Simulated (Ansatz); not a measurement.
AlH$_{6}$O$_{4}$F, closed shell: a nudged elastic band.

The input file, in.yaml:

```yaml
crystal:
  periodic: [false, false, false]
  atoms:
    - {symbol: Al, position_ang: [-0.406968, -0.570353, 0.845371]}
    - {symbol: O, position_ang: [1.211834, -0.675360, 0.199051]}
    - {symbol: O, position_ang: [-1.042205, 0.737451, -0.375201]}
    - {symbol: O, position_ang: [-1.257838, -2.038505, 0.721171]}
    - {symbol: H, position_ang: [1.675311, 1.906295, -1.508341]}
    - {symbol: F, position_ang: [-0.613923, 0.324922, 2.239802]}
    - {symbol: H, position_ang: [1.426683, 0.424345, -1.038343]}
    - {symbol: O, position_ang: [1.104111, 1.147030, -1.642679]}
    - {symbol: H, position_ang: [1.612928, -1.542344, 0.146855]}
    - {symbol: H, position_ang: [-1.465254, 1.484436, 0.058517]}
    - {symbol: H, position_ang: [-1.962832, -2.269571, 1.321485]}
    - {symbol: H, position_ang: [-0.281746, 1.071654, -0.967688]}
basis:
  gaussian: {orbitals: def2-SVP}
hamiltonian: {xc: pbe0, dispersion: d4}
neb:
  images: 1
  climbing: true
  max_iterations: 30
  initial_path: idpp
  final_atoms:
    - {symbol: Al, position_ang: [-0.582273, -0.349618, 0.887118]}
    - {symbol: O, position_ang: [1.150883, -0.615629, 0.190466]}
    - {symbol: O, position_ang: [-1.029988, 0.896308, -0.251704]}
    - {symbol: O, position_ang: [-1.227123, -1.919156, 0.671514]}
    - {symbol: H, position_ang: [1.631433, 1.943896, -1.524612]}
    - {symbol: F, position_ang: [-0.448688, 0.191835, 2.452710]}
    - {symbol: H, position_ang: [1.346452, 0.028646, -0.577108]}
    - {symbol: O, position_ang: [1.150785, 1.120851, -1.638110]}
    - {symbol: H, position_ang: [1.265606, -1.524205, -0.106780]}
    - {symbol: H, position_ang: [-1.863545, 1.358347, -0.193506]}
    - {symbol: H, position_ang: [-1.620087, -2.402883, 1.394347]}
    - {symbol: H, position_ang: [0.226646, 1.271608, -1.304335]}
```

Command:

```bash
ansatz run in.yaml --threads 8 --pin off --events-out ev --progress --plain --max-ram 19148MiB
```

Output of Ansatz 0.2.0:

```
Functional definition: PBE0
  name "PBE0"
  cite "Adamo & Barone, J. Chem. Phys. 110, 6158 (1999) doi:10.1063/1.478522"
  cite "Perdew, Burke & Ernzerhof, Phys. Rev. Lett. 77, 3865 (1996) doi:10.1103/PhysRevLett.77.3865"
  parent pbe
  parameter a = 0.25
  parameter kappa = 0.804
  parameter beta = 0.06672455060314922
  exchange = (1 - a)*pbe_x(kappa = kappa, mu = beta*pi^2/3) + a*exact_x
  correlation = pbe_c(beta = beta)
1186 factors; integrals over basis functions are off by at most 4.8e-4 eV
mean field evaluation 1: about -17568.1046 eV, gradient 9.0e1 eV
mean field evaluation 2: about -17555.9152 eV, gradient 1.2e2 eV
mean field evaluation 4: about -17581.3924 eV, gradient 4.0e0 eV
mean field evaluation 8: about -17581.4414 eV, gradient 1.6e-1 eV
mean field evaluation 16: about -17581.4414 eV, gradient 7.9e-5 eV
mean field -17581.44143526 eV, -646.1060556169 hartree, gradient 7.9e-5 eV, S^2 0.000000; 0 other end points of the search recorded, 0 dependent functions left out
the calculation of the forces begins
reference -17581.44146606 eV, -646.1060567488 hartree; 30, 30 occupied and 88, 88 virtual orbitals, 1186 factors
1188 factors; integrals over basis functions are off by at most 1.0e-3 eV
mean field evaluation 32: about -17581.4722 eV, gradient 7.6e-6 eV
mean field -17581.47215590 eV, -646.1071845795 hartree, gradient 7.6e-6 eV, S^2 0.000000; 0 other end points of the search recorded, 0 dependent functions left out
the calculation of the forces begins
reference -17581.47218701 eV, -646.1071857226 hartree; 30, 30 occupied and 88, 88 virtual orbitals, 1188 factors
WARN: NEB end point (image 0): max|allowed force component| = 2.943e-1 eV/Å (the criterion of neb.relax_end_points is 1.000e-2). That is over neb.f_tol: it is no minimum, so the barrier can be far off. Relax it first
WARN: NEB end point (image 2): max|allowed force component| = 4.125e-1 eV/Å (the criterion of neb.relax_end_points is 1.000e-2). That is over neb.f_tol: it is no minimum, so the barrier can be far off. Relax it first
1186 factors; integrals over basis functions are off by at most 9.8e-4 eV
mean field -17580.83787210 eV, -646.0838750797 hartree, gradient 7.2e-5 eV, S^2 0.000000; 0 other end points of the search recorded, 0 dependent functions left out
the calculation of the forces begins
reference -17580.83790318 eV, -646.0838762220 hartree; 30, 30 occupied and 88, 88 virtual orbitals, 1186 factors
NEB iter   1: max|band force component| = 1.836e0 eV/Å  barrier→ = 0.6012 eV  barrier← = 0.6323 eV  Δτ_max = 0.1589 Å  (78 SCF iters)
NEB iter   2: max|band force component| = 6.940e-1 eV/Å  barrier→ = 0.1592 eV  barrier← = 0.1903 eV  Δτ_max = 0.0970 Å  (28 SCF iters)
NEB iter   3: max|band force component| = 2.977e-1 eV/Å  barrier→ = 0.1141 eV  barrier← = 0.1452 eV  CI = image 1  Δτ_max = 0.0236 Å  (29 SCF iters)
NEB iter   4: max|band force component| = 1.046e-1 eV/Å  barrier→ = 0.1045 eV  barrier← = 0.1356 eV  CI = image 1  Δτ_max = 0.0132 Å  (29 SCF iters)
NEB iter   5: max|band force component| = 6.722e-2 eV/Å  barrier→ = 0.1017 eV  barrier← = 0.1328 eV  CI = image 1  Δτ_max = 0.0347 Å  (28 SCF iters)
NEB iter   6: max|band force component| = 6.973e-2 eV/Å  barrier→ = 0.1002 eV  barrier← = 0.1312 eV  CI = image 1  Δτ_max = 0.0065 Å  (29 SCF iters)
NEB iter   7: max|band force component| = 4.389e-2 eV/Å  barrier→ = 0.0995 eV  barrier← = 0.1306 eV  CI = image 1  CI's point: of a kind that is not told: the force calls were inconclusive, a negative curvature could not be distinguished from the path's own, the only one lies far off the path, or fixed occupations may fill a level only in part  Δτ_max = 0.0000 Å  (605 SCF iters)
Total energy: -17581.51478488 eV, -646.1087511656 hartree
Atom 0 at    -0.456079    -0.432006     0.838872 Å, force    -0.000031     0.024321     0.001537 eV/Å
Atom 1 at     1.208312    -0.593089     0.138261 Å, force    -0.022100     0.024642    -0.025038 eV/Å
Atom 2 at    -1.012342     0.776739    -0.405736 Å, force     0.044042    -0.025632     0.000177 eV/Å
Atom 3 at    -1.187257    -1.978765     0.765606 Å, force     0.024040     0.018459    -0.006666 eV/Å
Atom 4 at     1.508004     1.837495    -1.315454 Å, force    -0.000644     0.009579     0.008877 eV/Å
Atom 5 at    -0.481926     0.382440     2.309549 Å, force     0.002055    -0.019835    -0.023888 eV/Å
Atom 6 at     1.307426     0.227714    -0.865957 Å, force    -0.005702    -0.011957     0.016551 eV/Å
Atom 7 at     1.032096     1.044266    -1.588664 Å, force     0.009532    -0.015217    -0.018233 eV/Å
Atom 8 at     1.532457    -1.489917     0.013126 Å, force     0.008854    -0.012009     0.009030 eV/Å
Atom 9 at    -1.652774     1.455361    -0.180297 Å, force    -0.028264     0.014787     0.008207 eV/Å
Atom 10 at    -1.776640    -2.311452     1.441522 Å, force    -0.020783    -0.009768     0.013328 eV/Å
Atom 11 at    -0.021176     1.081214    -1.150827 Å, force    -0.010999     0.002629     0.016118 eV/Å
Dipole moment:     0.214497     0.416507    -0.392769 e Å

[the SCF lines of later steps are left out]
```

The lines “mean field evaluation” count trial sets of orbitals through the whole run, from several starts and some on an approximate energy, so they need not fall steadily or lie above the final value.

Hardware: 8 CPU threads of an Arm Neoverse V2, shared host. Wall time about 24 s.


The run ended normally. One image cannot map a path; it gives at best a single point between the ends.